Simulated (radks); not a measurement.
Values are calculated unless marked as measured or tabulated.
Question: These are the eigenvalues of the occupied orbitals of an atom or ion with whole-number occupations (eV). Level of theory: Dirac Kohn-Sham, PBE, spin-unpolarised, spherical densities, finite nucleus; Fermi nuclear charge, rms radius of each element as measured or else 0.836 A^(1/3) + 0.57 fm (a radial shooting solver on a logarithmic mesh with Libxc functionals).

| orbital | eigenvalue |
|---|---|
| 1s1/2 | -38734.72 |
| 2s1/2 | -6180.019 |
| 2p1/2 | -5829.689 |
| 2p3/2 | -5416.573 |
| 3s1/2 | -1336.956 |
| 3p1/2 | -1189.222 |
| 3p3/2 | -1108.701 |
| 3d3/2 | -849.8957 |
| 3d5/2 | -832.6693 |
| 4s1/2 | -285.2184 |
| 4p1/2 | -230.8441 |
| 4p3/2 | -213.7089 |
| 4d3/2 | -124.5561 |
| 4d5/2 | -121.5797 |
| 5s1/2 | -57.4546 |
| 5p1/2 | -42.4355 |
| 5p3/2 | -39.8011 |
| 7p1/2 | -6.7789 |

Which element is it, and in what charge state? The configuration may be excited. Open shells, if any, fill j = l - 1/2 first.

Answer: Z = 57, lanthanum, charge +2: La2+ in [Xe] 7p1. The list shows which subshells hold electrons but not how many an open one holds; the 1s level, -1423.5 hartree, gives Z - s = 53.4 by -(Z - s)^2/2, which with screening and relativity narrows Z to a few neighbours, and the depths of the outer levels then fix element, charge and occupations together.
